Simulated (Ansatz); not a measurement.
Start from `C=C[SiH2]N[SiH2]O` and change one atom or group to get `C=C[SiH2]N[SiH](Cl)Cl`.

Ansatz, PBE0-D4/def2-TZVP geometries, multiplicity 1. Each molecule was computed in one conformer, which needn't be the lowest.

```tsv
property	`C=C[SiH2]N[SiH2]O`
HOMO energy (ωB97M-V/def2-TZVPP) / eV	-9.79
LUMO energy (PBE/def2-TZVPP) / eV	-1.77
HOMO–LUMO gap (PBE/def2-TZVPP) / eV	4.40
LUMO energy (ωB97M-V/def2-TZVPP) / eV	1.25
HOMO–LUMO gap (PBE0/def2-TZVPP) / eV	6.73
size of the dipole moment (PBE/def2-TZVPP) / D	2.01
```

**Question.** Give the same properties after the change, and the shifts. (Best estimate.)

**Answer.** The calculation gave: 
| property | `C=C[SiH2]N[SiH](Cl)Cl` | shift |
| --- | --- | --- |
| HOMO energy (ωB97M-V/def2-TZVPP) / eV | -10.22 | -0.43 |
| LUMO energy (PBE/def2-TZVPP) / eV | -1.51 | 0.26 |
| HOMO–LUMO gap (PBE/def2-TZVPP) / eV | 5.20 | 0.80 |
| LUMO energy (ωB97M-V/def2-TZVPP) / eV | 1.57 | 0.32 |
| HOMO–LUMO gap (PBE0/def2-TZVPP) / eV | 7.47 | 0.74 |
| size of the dipole moment (PBE/def2-TZVPP) / D | 1.51 | -0.50 |

With PBE0 the HOMO falls by 0.47 eV and the LUMO rises by 0.27 eV, so the gap widens by about 0.74 eV. PBE moves the HOMO by -0.54 eV and ωB97M-V by -0.43 eV. Dipoles are sizes alone; their direction can turn.
